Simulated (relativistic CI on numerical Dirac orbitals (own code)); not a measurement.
Electric-dipole lines of Se¹⁵⁺

These numbers are calculated, not measured: Dirac-Coulomb-Breit CI, separate exchange-only KLI orbitals for each configuration, a model potential for QED, unscaled Slater integrals (own radial code, finite nucleus).

Configurations in the expansion (outside the closed core [Ne]): 3s²3p⁶3d, 3s²3p⁵3d², 3s3p⁶3d², 3s²3p⁶4s, 3s²3p⁶4p, 3s²3p⁶4d, 3s²3p⁶4f, 3s²3p⁵3d4s, 3s²3p⁵3d4p, 3s²3p⁶5s, 3s²3p⁶5p, 3s²3p⁵3d4d, 3s3p⁶3d4s, 3s²3p⁶5d, 3s²3p⁶5f, 3s²3p⁶5g, 3s3p⁶3d4p, 3s²3p⁵3d4f, 3s²3p⁶6s, 3p⁶3d²4p, 3s²3p⁶6p, 3s²3p⁶6d, 3p⁶3d³, 3p⁵3d⁴, 3p⁶3d²4s, 3p⁵3d³4s. Double excitations out of closed p, d and f shells are left out; levels of such configurations are missing from the list, as are those of other unlisted configurations, and high levels can miss mixing partners. These lack a partner that the ground configuration has and come out too high: 3s²3p⁵3d4p, 3s²3p⁵3d4d, 3s²3p⁵3d4f.

| λ vac (Å) | Lower | Upper | A (s⁻¹) | gf | Branching (%) |
| --- | --- | --- | --- | --- | --- |
| 33.333 | 3s²3p⁶3d ²D5/2 [2] | 3s²3p⁶5f ²F°7/2 [292] | 1.05e+12 | 1.40e+00 | 87.9 |
| 42.278 | 3s²3p⁵3d² ⁴D°7/2 [6] | 3s²3p⁵3d4f ⁴F9/2 [306] | 8.32e+11 | 2.23e+00 | 41.8 |
| 42.280 | 3s²3p⁵3d² ⁴D°5/2 [5] | 3s²3p⁵3d4f ⁴F7/2 [298] | 7.03e+11 | 1.51e+00 | 33.6 |
| 42.294 | 3s²3p⁵3d² ⁴D°5/2 [5] | 3s²3p⁵3d4f ⁴F5/2 [297] | 1.12e+12 | 1.80e+00 | 50.9 |
| 42.430 | 3s²3p⁵3d² ⁴D°1/2 [3] | 3s²3p⁵3d4f ⁴F3/2 [286] | 1.44e+12 | 1.56e+00 | 82.4 |
| 42.433 | 3s²3p⁵3d² ⁴G°5/2 [10] | 3s²3p⁵3d4f ⁴H7/2 [325] | 1.15e+12 | 2.49e+00 | 49.0 |
| 42.455 | 3s²3p⁵3d² ⁴D°7/2 [6] | 3s²3p⁵3d4f ⁴F7/2 [298] | 7.45e+11 | 1.61e+00 | 35.6 |
| 42.460 | 3s²3p⁵3d² ⁴F°9/2 [16] | 3s²3p⁵3d4f ⁴G11/2 [338] | 2.39e+12 | 7.77e+00 | 95.8 |
| 42.464 | 3s²3p⁵3d² ⁴G°7/2 [9] | 3s²3p⁵3d4f ⁴H9/2 [323] | 2.34e+12 | 6.31e+00 | 85.6 |
| 42.484 | 3s²3p⁵3d² ²G°7/2 [25] | 3s²3p⁵3d4f ²H9/2 [378] | 1.83e+12 | 4.96e+00 | 66.7 |
| 42.506 | 3s²3p⁵3d² ⁴G°9/2 [8] | 3s²3p⁵3d4f ⁴H11/2 [317] | 1.99e+12 | 6.45e+00 | 79.3 |
| 42.549 | 3s²3p⁵3d² ⁴G°11/2 [7] | 3s²3p⁵3d4f ⁴H13/2 [311] | 2.60e+12 | 9.87e+00 | 98.6 |
| 42.555 | 3s²3p⁵3d² ⁴D°3/2 [4] | 3s²3p⁵3d4f ⁴D5/2 [284] | 1.27e+12 | 2.07e+00 | 78.1 |
| 42.570 | 3s²3p⁵3d² ⁴G°11/2 [7] | 3s²3p⁵3d4f ⁴G11/2 [309] | 5.50e+11 | 1.79e+00 | 45.7 |
| 42.621 | 3s²3p⁵3d² ⁴D°7/2 [6] | 3s²3p⁵3d4f ⁴F9/2 [293] | 1.30e+12 | 3.55e+00 | 85.4 |
| 42.629 | 3s²3p⁶3d ²D3/2 [1] | 3s²3p⁶4f ²F°5/2 [79] | 1.85e+12 | 3.02e+00 | 91.1 |
| 42.656 | 3s²3p⁵3d² ²G°9/2 [31] | 3s²3p⁵3d4f ²H11/2 [386] | 2.70e+12 | 8.83e+00 | 94.8 |
| 42.735 | 3s²3p⁵3d² ⁴D°5/2 [5] | 3s²3p⁵3d4f ⁴D7/2 [282] | 7.63e+11 | 1.67e+00 | 51.7 |
| 42.773 | 3s²3p⁵3d² ²H°11/2 [23] | 3s²3p⁵3d4f ²I13/2 [343] | 2.50e+12 | 9.58e+00 | 96.6 |
| 42.789 | 3s²3p⁶3d ²D5/2 [2] | 3s²3p⁶4f ²F°7/2 [80] | 1.65e+12 | 3.63e+00 | 99.4 |
| 42.795 | 3s²3p⁵3d² ²H°9/2 [26] | 3s²3p⁵3d4f ²H11/2 [367] | 1.71e+12 | 5.62e+00 | 88.7 |
| 42.935 | 3s²3p⁶3d ²D5/2 [2] | 3s²3p⁵3d4s ²F°7/2 [77] | 6.69e+11 | 1.48e+00 | 99.9 |
| 43.250 | 3s²3p⁵3d² ²H°11/2 [23] | 3s²3p⁵3d4f ²I13/2 [332] | 9.60e+11 | 3.77e+00 | 68.8 |
| 97.694 | 3s²3p⁶3d ²D3/2 [1] | 3s²3p⁵3d² ²D°3/2 [46] | 6.25e+11 | 3.58e+00 | 87.4 |
| 98.693 | 3s²3p⁶3d ²D5/2 [2] | 3s²3p⁵3d² ²D°5/2 [47] | 6.69e+11 | 5.86e+00 | 95.9 |
| 99.583 | 3s²3p⁶3d ²D5/2 [2] | 3s²3p⁵3d² ²P°3/2 [45] | 4.89e+11 | 2.91e+00 | 86.0 |
| 99.927 | 3s²3p⁶3d ²D3/2 [1] | 3s²3p⁵3d² ²P°1/2 [44] | 5.47e+11 | 1.64e+00 | 100.0 |
| 107.17 | 3s²3p⁶3d ²D5/2 [2] | 3s²3p⁵3d² ²F°7/2 [43] | 2.94e+11 | 4.05e+00 | 100.0 |
| 109.44 | 3s²3p⁶3d ²D3/2 [1] | 3s²3p⁵3d² ²F°5/2 [41] | 2.76e+11 | 2.97e+00 | 98.3 |
| 162.59 | 3s²3p⁵3d² ⁴G°11/2 [7] | 3s3p⁶3d² ⁴F9/2 [51] | 4.95e+10 | 1.96e+00 | 46.7 |

Terms are leading LS components. Brackets give the number of a level in order of energy, since labels repeat. The list gives strong lines, with weight on those to low levels, without lines whose two gauges differ by over a factor of 2.5, among the lowest 400 of 885 levels, so that lines to higher ones, which can be the strongest, are missing. Levels whose partners in the same complex of configurations lie outside the list can be far off, and so can their lines. Rates are taken at the computed energies, electric ones in the length gauge.

At this charge energies of transitions that change n are usually good to better than 1 %, and those within a shell (Δn = 0) to a few per cent.

LS names give the leading component of a level, which can be under half, so a name can repeat, a term be missing and a line seem to break the LS rules.
